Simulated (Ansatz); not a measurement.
Start from `FB(Br)Br` and change one atom or group to get `COB(Br)Br`.

Ansatz, PBE0-D4/def2-TZVP geometries, multiplicity 1. Each molecule was computed in one conformer, which needn't be the lowest.

Scalar relativity is left out up to krypton.

```tsv
property	`FB(Br)Br`
size of the dipole moment (PBE/def2-TZVPP) / D	0.29
HOMO energy (PBE/def2-TZVPP) / eV	-7.31
HOMO–LUMO gap (PBE/def2-TZVPP) / eV	5.04
LUMO energy (PBE0/def2-TZVPP) / eV	-1.35
size of the dipole moment (ωB97M-V/def2-TZVPP) / D	0.27
HOMO–LUMO gap (B3LYP/def2-TZVPP) / eV	6.82
```

Problem. What does the change do to each property? (Estimate.)

Solution. The calculation gave: 
```json
{"property": "size of the dipole moment (PBE/def2-TZVPP) / D", "`COB(Br)Br`": "2.46", "shift": "2.17"}
{"property": "HOMO energy (PBE/def2-TZVPP) / eV", "`COB(Br)Br`": "-6.85", "shift": "0.46"}
{"property": "HOMO–LUMO gap (PBE/def2-TZVPP) / eV", "`COB(Br)Br`": "5.38", "shift": "0.34"}
{"property": "LUMO energy (PBE0/def2-TZVPP) / eV", "`COB(Br)Br`": "-0.55", "shift": "0.80"}
{"property": "size of the dipole moment (ωB97M-V/def2-TZVPP) / D", "`COB(Br)Br`": "2.56", "shift": "2.29"}
{"property": "HOMO–LUMO gap (B3LYP/def2-TZVPP) / eV", "`COB(Br)Br`": "7.14", "shift": "0.32"}
```

With PBE0 the HOMO rises by 0.48 eV and the LUMO rises by 0.80 eV, so the gap widens by about 0.32 eV. PBE moves the HOMO by 0.46 eV and ωB97M-V by 0.49 eV. Dipoles are sizes alone; their direction can turn.

B3LYP here is the variant with VWN-RPA as its local correlation; programs differ in this.

Spin–orbit coupling is left out; it splits and shifts lone-pair levels of the heavy atoms by tenths of an eV.
